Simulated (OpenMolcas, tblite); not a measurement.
SiHCl3 (SMILES Cl[SiH](Cl)Cl): the dipole moment, rung by rung

SiHCl3 has 5 atoms, charge 0, and is taken as a singlet. SMILES: `Cl[SiH](Cl)Cl`. The shape is that of a PBE0-D4/def2-TZVP optimisation.

Each level gives the dipole moment (D). The values are calculated.

**What was measured.** NIST CCCBDB gives the dipole moment of the gas as 0.86 D.

```tsv
level	kind	program	value (D)	computed − measured	CPU time
GFN2-xTB	semi-empirical	tblite	1.27	+0.41	under 2 s
GFN1-xTB	semi-empirical	tblite	1.17	+0.31	under 2 s
HF/def2-SVPD	Hartree–Fock	OpenMolcas	1.01	+0.15	15 s
SVWN5/def2-SVPD	LDA	OpenMolcas	0.85	-0.01	26 s
BLYP/def2-SVPD	GGA	OpenMolcas	0.81	-0.05	40 s
TPSS/def2-SVPD	meta-GGA	OpenMolcas	0.84	-0.02	43 s
r2SCAN/def2-SVPD	meta-GGA	OpenMolcas	0.84	-0.02	45 s
BHLYP/def2-SVPD	global hybrid	OpenMolcas	0.94	+0.08	32 s
```

Nearest: SVWN5/def2-SVPD (-0.01 D); farthest: GFN2-xTB (+0.41 D). The measured dipole is a vibrational average, so differences of a few hundredths of a debye mean little. Computed less measured by kind, in D (def2-SVPD rows): semi-empirical +0.31 to +0.41; Hartree–Fock +0.15; LDA -0.01; GGA -0.05; meta-GGA -0.02 to -0.02; global hybrid +0.08. Magnitudes only: a small dipole may point the other way at some levels. CPU times are rough (shared hosts, several kinds of processor): they show what a rung costs within a factor of a few.
